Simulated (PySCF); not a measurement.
**Atomic charges against the basis set**

C4H5BCl2.
SMILES with atom numbers: `[Cl:1][BH:2]/[CH:3]=[C:4]1/[CH2:5][C@@H:6]1[Cl:7]` (hydrogens: H8 on B2; H9 on C3; H10, H11 on C5; H12 on C6)

Geometry (PBE0-D3(BJ)/def2-SVP, Å), atoms numbered from 1 in this order:
```
atom  x, y, z in Å
Cl1    2.027    1.681   -0.972
B2     1.859   -0.037   -1.274
C3     0.760   -0.868   -0.581
C4    -0.192   -0.333    0.191
C5    -1.417   -0.483    0.976
C6    -0.787    0.878    0.742
Cl7   -1.571    2.029   -0.332
H8     2.647   -0.530   -2.042
H9     0.733   -1.954   -0.730
H10   -1.370   -0.899    1.990
H11   -2.340   -0.716    0.432
H12   -0.295    1.376    1.583
```

PBE0 throughout (PySCF), one geometry, spherical d and f functions. Isolated species at its PBE0-D3(BJ)/def2-SVP geometry (one conformer only). The first 7 of 12 kinds of atom are listed.

Mulliken charges (e):

```
        basis  functions     Cl1      B2      C3      C4      C5      C6     Cl7
       STO-3G         48  -0.179  +0.236  -0.174  +0.031  -0.175  -0.072  -0.110
        6-31G         81  -0.079  +0.092  -0.300  +0.045  -0.320  -0.429  +0.091
     pcSseg-0         81  -0.219  +0.381  -0.540  -0.056  -0.363  -0.454  +0.037
       6-31G*        116  -0.124  +0.099  -0.304  +0.178  -0.411  -0.342  -0.002
      cc-pVDZ        131  -0.095  +0.082  -0.090  +0.046  +0.001  -0.164  -0.068
     def2-SVP        131  -0.085  +0.059  -0.065  +0.002  -0.009  -0.124  -0.109
  aug-cc-pVDZ        214  -0.216  -0.542  +0.458  +0.351  +0.744  +0.279  -0.223
6-311+G(2d,p)        235  -0.243  +0.262  -0.318  +0.420  -1.127  +0.536  -0.166
    def2-TZVP        259  -0.139  +0.132  -0.239  -0.001  -0.215   0.000  -0.121
      cc-pVTZ        288  -0.101  +0.061  -0.162  +0.107  -0.246  -0.083  -0.110
     IGLO-III        313  -0.091  +0.215  -0.348  +0.153  -0.279  -0.099  +0.015
```

IAO charges (e):

```
        basis  functions     Cl1      B2      C3      C4      C5      C6     Cl7
       STO-3G         48  -0.034  +0.068  -0.267  +0.051  -0.273  -0.173  -0.032
        6-31G         81  -0.060  +0.067  -0.295  +0.080  -0.308  -0.158  -0.065
     pcSseg-0         81  -0.053  +0.063  -0.283  +0.068  -0.304  -0.169  -0.054
       6-31G*        116  -0.066  +0.093  -0.299  +0.083  -0.300  -0.144  -0.064
      cc-pVDZ        131  -0.061  +0.085  -0.301  +0.083  -0.304  -0.141  -0.063
     def2-SVP        131  -0.054  +0.083  -0.297  +0.083  -0.296  -0.137  -0.058
  aug-cc-pVDZ        214  -0.066  +0.088  -0.307  +0.085  -0.311  -0.141  -0.067
6-311+G(2d,p)        235  -0.063  +0.086  -0.308  +0.085  -0.312  -0.147  -0.062
    def2-TZVP        259  -0.063  +0.087  -0.308  +0.086  -0.312  -0.147  -0.059
      cc-pVTZ        288  -0.064  +0.088  -0.308  +0.086  -0.313  -0.146  -0.062
     IGLO-III        313  -0.060  +0.083  -0.309  +0.085  -0.313  -0.148  -0.058
```

Hirshfeld charges (e):

```csv
basis,functions,Cl1,B2,C3,C4,C5,C6,Cl7
STO-3G,48,-0.157,+0.216,-0.078,+0.015,-0.032,+0.071,-0.150
6-31G,81,-0.080,+0.136,-0.115,+0.022,-0.073,-0.009,-0.074
pcSseg-0,81,-0.057,+0.128,-0.120,+0.023,-0.075,-0.009,-0.056
6-31G*,116,-0.087,+0.143,-0.114,+0.025,-0.072,-0.004,-0.082
cc-pVDZ,131,-0.064,+0.133,-0.122,+0.027,-0.080,-0.014,-0.058
def2-SVP,131,-0.047,+0.129,-0.128,+0.025,-0.085,-0.017,-0.047
aug-cc-pVDZ,214,-0.056,+0.138,-0.132,+0.013,-0.092,-0.033,-0.039
"6-311+G(2d,p)",235,-0.056,+0.136,-0.130,+0.011,-0.086,-0.033,-0.041
def2-TZVP,259,-0.058,+0.136,-0.130,+0.016,-0.088,-0.028,-0.045
cc-pVTZ,288,-0.062,+0.136,-0.128,+0.021,-0.087,-0.025,-0.050
IGLO-III,313,-0.044,+0.132,-0.134,+0.011,-0.093,-0.035,-0.028
```

ESP-fitted charges (e):

| basis | functions | Cl1 | B2 | C3 | C4 | C5 | C6 | Cl7 |
| --- | --- | --- | --- | --- | --- | --- | --- | --- |
| STO-3G | 48 | -0.257 | +0.458 | -0.386 | +0.281 | -0.442 | +0.084 | -0.176 |
| 6-31G | 81 | -0.228 | +0.381 | -0.402 | +0.276 | -0.460 | -0.099 | -0.120 |
| pcSseg-0 | 81 | -0.252 | +0.487 | -0.532 | +0.338 | -0.567 | -0.058 | -0.130 |
| 6-31G* | 116 | -0.171 | +0.253 | -0.274 | +0.215 | -0.448 | -0.159 | -0.084 |
| cc-pVDZ | 131 | -0.144 | +0.200 | -0.242 | +0.190 | -0.422 | -0.146 | -0.076 |
| def2-SVP | 131 | -0.133 | +0.210 | -0.260 | +0.194 | -0.424 | -0.132 | -0.074 |
| aug-cc-pVDZ | 214 | -0.156 | +0.244 | -0.291 | +0.202 | -0.431 | -0.148 | -0.081 |
| 6-311+G(2d,p) | 235 | -0.140 | +0.193 | -0.255 | +0.191 | -0.440 | -0.164 | -0.074 |
| def2-TZVP | 259 | -0.142 | +0.209 | -0.272 | +0.199 | -0.446 | -0.144 | -0.075 |
| cc-pVTZ | 288 | -0.146 | +0.215 | -0.267 | +0.192 | -0.439 | -0.135 | -0.080 |
| IGLO-III | 313 | -0.133 | +0.197 | -0.251 | +0.184 | -0.412 | -0.199 | -0.053 |

Problem. Which scheme is steadiest as the basis changes?

Solution. Largest range over the bases for any column: IAO 0.04 e, Hirshfeld 0.12 e, ESP-fitted 0.29 e, Mulliken 1.87 e. IAO charges move least and Mulliken charges most, counted in e. Without the minimal STO-3G basis the ranges are IAO 0.03, Hirshfeld 0.05, ESP-fitted 0.29, Mulliken 1.87 e.

Problem. How much do the charges still move between the two largest bases, cc-pVTZ and IGLO-III?

Solution. At most, over all atoms: Mulliken 0.186 e, IAO 0.005 e, Hirshfeld 0.022 e, ESP-fitted 0.064 e.

Problem. What do the same runs give for the total energy, the frontier levels and the dipole moment?

Solution. 
| basis | energy (Eh) | HOMO (eV) | LUMO (eV) | μ (D) |
| --- | --- | --- | --- | --- |
| STO-3G | -1087.9712 | -6.49 | -0.25 | 3.32 |
| 6-31G | -1100.0086 | -8.01 | -2.29 | 3.43 |
| pcSseg-0 | -1098.6675 | -8.20 | -2.59 | 3.37 |
| 6-31G* | -1100.0893 | -7.91 | -2.21 | 3.05 |
| cc-pVDZ | -1100.1516 | -7.92 | -2.29 | 2.79 |
| def2-SVP | -1099.7138 | -7.89 | -2.28 | 2.62 |
| aug-cc-pVDZ | -1100.1639 | -8.04 | -2.43 | 2.87 |
| 6-311+G(2d,p) | -1100.2013 | -8.05 | -2.44 | 2.84 |
| def2-TZVP | -1100.2183 | -8.01 | -2.39 | 2.78 |
| cc-pVTZ | -1100.2283 | -8.01 | -2.38 | 2.81 |
| IGLO-III | -1100.2137 | -7.99 | -2.37 | 2.65 |

The dipole is fixed by the density alone, so its range of 0.81 D shows that the density itself changes with the basis, not only its division among atoms.
